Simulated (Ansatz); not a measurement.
CrO₂F₂, SMILES [F][Cr](=[O])([F])=[O], multiplicity 1.

Geometry optimised at PBE0-D3(BJ)/def2-SVP. The spin state was assumed, not searched. The isomer is the one that the SMILES or the coordinates give; other isomers of the formula were not compared.

Two levels are set side by side: PBE/def2-SVPD (Ansatz, a program for electronic structure) and PBE0/def2-SVPD (Ansatz). Energy differences of separate SCF runs at the same geometry; the states with an electron removed or added have multiplicity 2 and 2. Differences are taken from unrounded values.

| quantity | PBE0 | PBE | PBE minus PBE0 |
|---|---|---|---|
| vertical ionisation energy (eV) | 12.91 | 12.68 | -0.23 |
| vertical electron affinity (eV) | 3.17 | 2.10 | -1.07 |
| vertical singlet–triplet gap (eV) | 2.21 | 3.03 | 0.82 |
